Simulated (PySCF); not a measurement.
Species: C6H7ClSi2.
SMILES with atom numbers: `[CH:1]#[C:2][C:3]#[C:4][C@@H:5]1[SiH2:6][C@H:7]1[SiH2:8][Cl:9]`

Cartesian coordinates in Å at the GFN2-xTB level; atoms count from 1:
```xyz
16
C6H7ClSi2 angstrom
C      4.6468   -0.7856    1.2374
C      3.4810   -0.5076    1.1078
C      2.1683   -0.2072    0.9498
C      1.0001    0.0821    0.8111
C     -0.3717    0.3503    0.6215
Si    -1.6796   -1.0257    0.7938
C     -1.0037   -0.1144   -0.7196
Si    -1.9188    1.1754   -1.7340
Cl    -3.0155    0.2142   -3.1374
H      5.6601   -1.0260    1.3540
H     -0.6571    1.3487    0.9396
H     -2.9615   -0.6210    1.3414
H     -1.2035   -2.3730    1.0415
H     -0.3081   -0.7060   -1.3117
H     -1.0011    2.0815   -2.4233
H     -2.8432    1.9256   -0.8831
```

Probes without a nucleus sit at each ring's centroid and 1 Å off its mean plane on both sides; NICS is minus the shielding there, NICSzz its component along the normal. Level: GIAO PBE0/pcSseg-1 (PySCF, non-relativistic, gas phase) on the GFN2-xTB geometry, one conformer.

Ring bond lengths (Å), with Mayer bond orders in brackets: C5–Si6 1.906 (0.83), Si6–C7 1.892 (0.92), C7–C5 1.554 (0.84).

Problem. Give the NICS values of each ring in ppm.

Solution. 
```json
{"ring": "C5–Si6–C7", "type": "3-membered ring with Si; formal bonds all single", "NICS(0)": "-28.7", "NICS(1), two faces": "-9.2 / -7.6", "NICS(1)zz, two faces": "-17.8 / -15.6", "rms pucker (Å)": "0.00", "centre to ring atoms, mean (Å)": "1.03"}
```

Problem. What do they say, and how far can they be read as aromaticity?

Solution. 
- C5–Si6–C7: mean NICS(1)zz -16.7 ppm, shielded. C5, Si6, C7 have four or more neighbours, so the value isn't read as a sign of a π ring current. NICS(0) lies 20 ppm below the mean NICS(1).

Problem. At the second NICS(1) probe listed for ring C5–Si6–C7, 1 Å off the ring, how large is the induced field along the normal in 1 T applied along it?

Solution. NICSzz × B0 = -15.6 ppm × 1 T = -16 μT, against the applied field.

Problem. Give the inner angles of the rings and the Hirshfeld charges of the ring atoms.

Solution. 
- C5–Si6–C7: C5 65.4° (-0.099 e), Si6 48.3° (+0.345 e), C7 66.3° (-0.201 e); sum 180.0° against 180° for a flat convex ring.

Problem. What are the shieldings of the ring atoms and their hydrogens in the same run (means over atoms taken as equivalent)?

Solution. 
```csv
atoms,environment,σ isotropic (ppm),"principal values of the symmetric part, first atom (ppm)"
C5,sp3 carbon bound to silicon,185.5,"158.5, 174.9, 223.1"
Si6,SiH2 silicon,477.2,"370.7, 387.8, 672.9"
C7,sp3 carbon bound to silicon,178.0,"141.6, 184.6, 207.8"
H11,methine hydrogen,30.31,"23.1, 29.4, 38.4"
H12,Si–H hydrogen,28.70,"23.6, 26.0, 36.5"
H13,Si–H hydrogen,28.55,"23.3, 26.5, 35.9"
H14,methine hydrogen,31.01,"25.2, 29.8, 38.0"
```

Time: 72 s; peak memory 0.94 GiB. Hardware: Arm Neoverse N1, one thread, on a shared host. This is the whole shielding run at PBE0/pcSseg-1, SCF included.
